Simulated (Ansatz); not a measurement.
`NB(F)[SeH]` and `NB(F)[SiH3]` differ in one atom or group.

Ansatz, PBE0-D4/def2-TZVP geometries, multiplicity 1. Each molecule was computed in one conformer, which needn't be the lowest.

Scalar relativity is left out up to krypton. Spin–orbit coupling is left out; it splits and shifts lone-pair levels of the heavy atoms by tenths of an eV.

```tsv
property	`NB(F)[SeH]`
LUMO energy (PBE0/def2-TZVPP) / eV	0.19
LUMO energy (PBE/def2-TZVPP) / eV	-0.68
HOMO–LUMO gap (PBE0/def2-TZVPP) / eV	7.18
LUMO energy (B3LYP/def2-TZVPP) / eV	-0.13
zero-point energy (PBE0-D4/def2-TZVP) / kJ/mol	110.9
HOMO energy (B3LYP/def2-TZVPP) / eV	-6.75
```

Q: Give the same properties after the change, and the shifts. (An estimate is asked.)

A: Computed: 
```
                                      property  `NB(F)[SiH3]`  shift
            LUMO energy (PBE0/def2-TZVPP) / eV          -0.18  -0.37
             LUMO energy (PBE/def2-TZVPP) / eV          -1.09  -0.41
          HOMO–LUMO gap (PBE0/def2-TZVPP) / eV           8.16   0.98
           LUMO energy (B3LYP/def2-TZVPP) / eV          -0.37  -0.24
zero-point energy (PBE0-D4/def2-TZVP) / kJ/mol          154.2   43.3
           HOMO energy (B3LYP/def2-TZVPP) / eV          -8.13  -1.38
```

With PBE0 the HOMO falls by 1.35 eV and the LUMO falls by 0.37 eV, so the gap widens by about 0.98 eV. PBE moves the HOMO by -1.18 eV and ωB97M-V by -1.37 eV. The zero-point energy changes by 43.3 kJ/mol with +6 modes.

B3LYP here is the variant with VWN-RPA as its local correlation; programs differ in this.
